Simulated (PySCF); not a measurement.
## How methods differ on the excitation energy of Eu

Eu [Xe] 4f7 6s2 (8S) → Eu [Xe] 4f7 5d1 6s1 (10D), as a difference of total energies. Calculation: PySCF 2.14, in cc-pVDZ-X2C; the spin-free X2C one-electron Hamiltonian (Gaussian nucleus). Correlated levels: valence: [Kr] 4d10 frozen. The calculations carry no spin-orbit coupling.

**Question.** Order these methods by the excitation energy they give, lowest first.
A. UHF
B. SCS-MP2 (valence)
C. MP2 (valence)
D. CCSD (valence)

**Answer.** A (1.338 eV), C (1.778 eV), D (1.822 eV), B (2.038 eV).

Errors of the correlated levels include the incompleteness of this basis and the frozen core.

For comparison: 1.658 eV (measured; NIST levels, between the centres of gravity of the two terms).
